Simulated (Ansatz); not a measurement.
Basis-set extrapolation for `BN(C(C)C)[SiH](C)C` (PBE0-D4/def2-TZVP geometry, frozen core, Ansatz 0.2.0). Multiplicity 1, RHF reference.

|  | def2-TZVPP | def2-QZVPP |
| --- | --- | --- |
| HF | -566.915738 | -566.938328 |
| MP2 correlation | -1.329163 | -1.413908 |
| CCSD(T) correlation | -1.474064 | not run |

Energies in hartree. Use E(X) = E(∞) + A·exp(−7.88·√X) for Hartree–Fock and E(X) = E(∞) + B·X^(−2.97) for correlation, with X = 3 and 4, and add CCSD(T) minus MP2 of the smaller set to the MP2 limit.

Question: What is the CCSD(T) energy at the basis-set limit?

Answer: HF limit: -566.938328 + (-0.022590) × 0.13774 = -566.94144. MP2 limit: -1.413908 + (-0.084745) × 0.74074 = -1.47668. Higher-order term: -1.474064 − (-1.329163) = -0.14490. Total: -568.56302 hartree, 454.8 kJ/mol below CCSD(T)/def2-TZVPP.
